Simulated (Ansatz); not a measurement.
Calculated with Ansatz (gas phase, PBE0-D4/def2-TZVP geometries, no zero-point term in ΔE). CCSD(T)/CBS adds triple-zeta CCSD(T) − MP2 to the extrapolated MP2 energy (def2 sets, frozen cores). This one scheme is used for every species. Functionals use def2-TZVPP. def2 core potentials past Kr. For W outer-core shells are correlated without core-valence functions, which leaves a few kJ/mol of doubt a bond.

Reaction (ligand exchange at a W–F bond): `[F][W]([F])(=[S])=[S]` + HCl → `[F][W](=[S])(=[S])[Cl]` + H–F

`[F][W]([F])(=[S])=[S]`:

```xyz
5

F    -0.849    1.683   -0.182
W    -0.080    0.023    0.037
F    -1.093   -1.117    1.069
S     0.208   -0.851   -1.864
S     1.814    0.262    0.940
```

HCl:

```xyz
2

Cl    0.382   -0.444   -0.256
H    -0.382    0.444    0.256
```

`[F][W](=[S])(=[S])[Cl]`:

Z-matrix (Å, degrees):
```
W
F 1 1.843
S 1 2.111 2 109.3
Cl 1 2.241 2 112.8 3 121.0
S 1 2.111 2 109.3 3 -118.0
```

H–F:

Cartesian coordinates in Å:
```
F 0.011 -0.430 0.164
H -0.011 0.430 -0.164
```

```csv
level,ΔE (kJ/mol)
RPA@PBE/def2-TZVPP,-5.8
HF/def2-TZVPP,4.0
```

Task: What does CCSD(T)/CBS give? (Best estimate.)

Result: Computed: -16.6 kJ/mol. The listed levels differ from it by 10.8, 20.6 kJ/mol.

Largest T1 diagnostic among the species: 0.022, so the coupled-cluster value is less sure than usual.

Leaving LDA and LC-ωPBE aside and taking each functional with its dispersion term where it has one, the values, not all of them listed here, spread over 24.2 kJ/mol, from PBE-QIDH to CAM-B3LYP-D4. LDA lies −4.7 kJ/mol from PBE without D4. In def2-TZVPP, CCSD(T) changes the Hartree–Fock value by −16.0 kJ/mol (the triples alone add −3.8 kJ/mol) and MP2 by −39.4 kJ/mol. From PBE to PBE0 (25 % exact exchange), in def2-TZVPP and without D4, ΔE moves by −6.2 kJ/mol.
